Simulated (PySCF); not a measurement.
PySCF input for methyl radical (CH₃), SMILES [CH3], multiplicity 2, TDA-CAM-B3LYP/def2-TZVPD. Geometry: PBE-D3(BJ)/def2-TZVPD.

```python
import numpy as np
from pyscf import gto, scf, dft, tdscf

mol = gto.M(
    atom='''
    C    -0.00000000    0.00000000    0.00000000
    H    -1.08718531    0.00000000    0.00000000
    H     0.54359266   -0.94153010    0.00000000
    H     0.54359266    0.94153010    0.00000000
    ''',
    basis='def2-TZVPD',
    charge=0,
    spin=1,
    max_memory=1600,
    verbose=4,
)
mf = dft.UKS(mol, xc='cam-b3lyp').density_fit(auxbasis='def2-universal-jkfit')
mf.grids.level = 3
mf.conv_tol = 1e-9
mf.max_cycle = 100
mf.kernel()
fine, coarse = mf.grids, dft.Grids(mol).set(level=1).build(with_non0tab=True)
for _ in range(3):  # follow internal instabilities
    mf.grids = coarse
    mo, _, stable, _ = mf.stability(return_status=True, nroots=4)
    mf.grids = fine
    if stable:
        break
    mf.kernel(mf.make_rdm1(mo, mf.mo_occ))
mf.grids = dft.Grids(mol).set(level=1).build(with_non0tab=True)  # coarser grid for the response kernel
td = tdscf.TDA(mf)
td.nstates = 10
td.conv_tol = 1e-4
td.kernel(x0=td.get_init_guess(mf, 15))
td.analyze()
```

Log of the run:

```
PySCF version 2.14.0

[INPUT] verbose = 4
[INPUT] num. atoms = 4
[INPUT] num. electrons = 9
[INPUT] charge = 0
[INPUT] spin (= nelec alpha-beta = 2S) = 1
[INPUT] symmetry False subgroup None
[INPUT] Mole.unit = angstrom
[INPUT] Symbol           X                Y                Z      unit          X                Y                Z       unit  Magmom
[INPUT]  1 C      0.000000000000   0.000000000000   0.000000000000 AA    0.000000000000   0.000000000000   0.000000000000 Bohr   0.0
[INPUT]  2 H     -1.087185310000   0.000000000000   0.000000000000 AA   -2.054482482550   0.000000000000   0.000000000000 Bohr   0.0
[INPUT]  3 H      0.543592660000  -0.941530100000   0.000000000000 AA    1.027241250724  -1.779234027034   0.000000000000 Bohr   0.0
[INPUT]  4 H      0.543592660000   0.941530100000   0.000000000000 AA    1.027241250724   1.779234027034   0.000000000000 Bohr   0.0

nuclear repulsion = 9.6043898715749
number of shells = 28
number of NR pGTOs = 85
number of NR cGTOs = 64
basis = def2-TZVPD
ecp = {}


[settings echo left out]
init E= -39.6125579667493
  alpha nocc = 5  HOMO = -0.186783220782189  LUMO = 0.0235121615833869
  beta  nocc = 4  HOMO = -0.468941078721657  LUMO = -0.186783220782193

WARN: HOMO -0.186783220782189 >= LUMO -0.186783220782193

cycle= 1 E= -39.8231358375394  delta_E= -0.211  |g|= 0.0845  |ddm|= 0.794
  alpha nocc = 5  HOMO = -0.282129930165798  LUMO = 0.0427013435404717
  beta  nocc = 4  HOMO = -0.467923604690458  LUMO = -0.0169488992461986
  HOMO = -0.282129930166  LUMO = -0.0169488992462  gap/eV = 7.21594
cycle= 2 E= -39.8262385514047  delta_E= -0.0031  |g|= 0.0426  |ddm|= 0.0903
  alpha nocc = 5  HOMO = -0.303765958549015  LUMO = 0.0409357360223979
  beta  nocc = 4  HOMO = -0.484097031292319  LUMO = -0.0309581555742291
  HOMO = -0.303765958549  LUMO = -0.0309581555742  gap/eV = 7.42348
cycle= 3 E= -39.8271487754024  delta_E= -0.00091  |g|= 0.0145  |ddm|= 0.0338
  alpha nocc = 5  HOMO = -0.299863963825754  LUMO = 0.042131522281295
  beta  nocc = 4  HOMO = -0.479322287430373  LUMO = -0.0248150110966954
  HOMO = -0.299863963826  LUMO = -0.0248150110967  gap/eV = 7.48446
cycle= 4 E= -39.8272849254043  delta_E= -0.000136  |g|= 0.00238  |ddm|= 0.0127
  alpha nocc = 5  HOMO = -0.300221628611695  LUMO = 0.0422882586086573
  beta  nocc = 4  HOMO = -0.479150704401136  LUMO = -0.0241877612774637
  HOMO = -0.300221628612  LUMO = -0.0241877612775  gap/eV = 7.51126
cycle= 5 E= -39.8272950352568  delta_E= -1.01e-05  |g|= 0.000549  |ddm|= 0.00457
  alpha nocc = 5  HOMO = -0.30031548536034  LUMO = 0.0423021559073824
  beta  nocc = 4  HOMO = -0.479107892265738  LUMO = -0.0241623233821073
  HOMO = -0.30031548536  LUMO = -0.0241623233821  gap/eV = 7.51451
cycle= 6 E= -39.8272955808516  delta_E= -5.46e-07  |g|= 6.39e-05  |ddm|= 0.00104
  alpha nocc = 5  HOMO = -0.300305071160491  LUMO = 0.0422993370444402
  beta  nocc = 4  HOMO = -0.479103456324004  LUMO = -0.0241677142576577
  HOMO = -0.30030507116  LUMO = -0.0241677142577  gap/eV = 7.51408
cycle= 7 E= -39.827295588628  delta_E= -7.78e-09  |g|= 1.04e-05  |ddm|= 0.000141
  alpha nocc = 5  HOMO = -0.300305350020057  LUMO = 0.0422984743367856
  beta  nocc = 4  HOMO = -0.479107227146315  LUMO = -0.0241714279040863
  HOMO = -0.30030535002  LUMO = -0.0241714279041  gap/eV = 7.51399
cycle= 8 E= -39.82729558882  delta_E= -1.92e-10  |g|= 1.03e-06  |ddm|= 2.68e-05
  alpha nocc = 5  HOMO = -0.300304883306374  LUMO = 0.0422985243826304
  beta  nocc = 4  HOMO = -0.479107059662799  LUMO = -0.024171266820364
  HOMO = -0.300304883306  LUMO = -0.0241712668204  gap/eV = 7.51398
Extra cycle  E= -39.8272955888216  delta_E= -1.6e-12  |g|= 4.04e-07  |ddm|= 2.96e-06
converged SCF energy = -39.8272955888216  <S^2> = 0.7537383  2S+1 = 2.0037348
tot grids = 12600
uhf_internal: lowest eigs of H = [0.41879111 0.48197582 0.4820271  0.57398884]
<class 'pyscf.df.df_jk.DFUKS'> wavefunction is stable in the internal stability analysis
tot grids = 12600


******** <class 'pyscf.tdscf.uks.TDA'> for <class 'pyscf.df.df_jk.DFUKS'> ********
nstates = 10
deg_eia_thresh = 1.000e-03
wfnsym = None
conv_tol = 0.0001
eigh lindep = 1e-12
eigh level_shift = 0
eigh max_cycle = 100


Excitation energies (eV)
[ 5.72599012  6.77544128  6.77551217  7.81203159  7.81203873  8.67960853
  8.67961931  8.8119557   9.72207475 10.06489437]

** Excitation energies and oscillator strengths **
Excited State   1:      5.72599 eV    216.53 nm  f=0.0387
       5a ->    6a      0.98728
       5a ->   15a     -0.13440
Excited State   2:      6.77544 eV    182.99 nm  f=0.0000
       5a ->    7a      0.14618
       4b ->    5b      0.97740
       4b ->   14b      0.12602
Excited State   3:      6.77551 eV    182.99 nm  f=0.0000
       5a ->    8a      0.14618
       3b ->    5b      0.97740
       3b ->   14b      0.12602
Excited State   4:      7.81203 eV    158.71 nm  f=0.0000
       5a ->    7a      0.96670
       5a ->   18a     -0.17566
       4b ->    5b     -0.15434
Excited State   5:      7.81204 eV    158.71 nm  f=0.0000
       5a ->    8a     -0.96670
       5a ->   19a      0.17566
       3b ->    5b      0.15434
Excited State   6:      8.67961 eV    142.85 nm  f=0.0000
       5a ->    8a     -0.10211
       5a ->   11a      0.98730
Excited State   7:      8.67962 eV    142.85 nm  f=0.0000
       5a ->    7a      0.10212
       5a ->   10a     -0.98729
Excited State   8:      8.81196 eV    140.70 nm  f=0.1260
       5a ->    9a      0.97331
       5a ->   17a     -0.12310
       2b ->    5b      0.13364
Excited State   9:      9.72207 eV    127.53 nm  f=0.0000
       5a ->   12a      0.96714
       3b ->    8b      0.12310
       4b ->    7b      0.12310
Excited State  10:     10.06489 eV    123.18 nm  f=0.0866
       5a ->   13a      0.98978

** Transition electric dipole moments (AU) **
state          X           Y           Z        Dip. S.      Osc.
  1        -0.0000     -0.0000      0.5255      0.2762      0.0387
  2        -0.0000     -0.0000      0.0000      0.0000      0.0000
  3        -0.0000      0.0000      0.0000      0.0000      0.0000
  4         0.0000     -0.0000      0.0000      0.0000      0.0000
  5         0.0000     -0.0000      0.0000      0.0000      0.0000
  6         0.0000     -0.0000     -0.0000      0.0000      0.0000
  7         0.0000     -0.0000     -0.0000      0.0000      0.0000
  8         0.0000     -0.0000     -0.7641      0.5838      0.1260
  9         0.0000      0.0000     -0.0000      0.0000      0.0000
 10         0.0000      0.5925     -0.0000      0.3510      0.0866

** Transition velocity dipole moments (imaginary part, AU) **
state          X           Y           Z        Dip. S.      Osc.
  1         0.0000     -0.0000      0.1439      0.0207      0.0656
  2        -0.0000      0.0000      0.0000      0.0000      0.0000
  3        -0.0000      0.0000      0.0000      0.0000      0.0000
  4         0.0000      0.0000      0.0000      0.0000      0.0000
  5         0.0000     -0.0000      0.0000      0.0000      0.0000
  6        -0.0000     -0.0000      0.0000      0.0000      0.0000
  7         0.0000     -0.0000     -0.0000      0.0000      0.0000
  8         0.0000      0.0000     -0.1913      0.0366      0.0753
  9         0.0000      0.0000      0.0000      0.0000      0.0000
 10         0.0000      0.1772     -0.0000      0.0314      0.0566

** Transition magnetic dipole moments (imaginary part, AU) **
state          X           Y           Z
  1         0.0000      0.0000     -0.0000
  2        -0.9560      0.0000      0.0000
  3         0.0000      0.9560     -0.0000
  4         0.0681      0.0000      0.0000
  5        -0.0000      0.0681     -0.0000
  6         0.0000      0.1866     -0.0000
  7         0.1866     -0.0000     -0.0000
  8        -0.0000      0.0000     -0.0000
  9         0.0000     -0.0000      0.0000
 10         0.0000      0.0000     -0.0000
```

The calculation finished and met its thresholds.

Cost: about 22 core-seconds (a rough figure).
